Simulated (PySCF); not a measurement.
## Shapes and spin states of Sr₂O

Method: PBE0/[O def2-TZVP, Sr def2-TZVP with ECP28], scalar-relativistic core potentials, density fitting, no spin–orbit coupling, PySCF.

Relaxations began from a few typed shapes and spin states; open shells are unrestricted. The search is not exhaustive: other isomers or separated fragments can lie lower, and high-lying points may rest on an excited occupation.

```
                                                 spin  group                             bonds                              angles  imaginary modes (cm⁻¹)  ΔE (kJ/mol)  ΔE with ZPE (kJ/mol)
                                              triplet    D∞h                 O–Sr 2.112 Å (×2)                      Sr–O–Sr 180.0°                    none          0.0                   0.0
singlet (closed shell, unstable to spin polarisation)    C2v  O–Sr 2.099 Å (×2), Sr–Sr 3.640 Å  O–Sr–Sr 29.9° (×2), Sr–O–Sr 120.3°                    none          8.6                   8.6
singlet (closed shell, unstable to spin polarisation)    D∞h                 O–Sr 2.088 Å (×2)                      Sr–O–Sr 180.0°                93i, 93i         25.7                     –
```

The lowest minimum found is the triplet D∞h: O–Sr 2.112 Å (×2); Sr–O–Sr 180.0°.
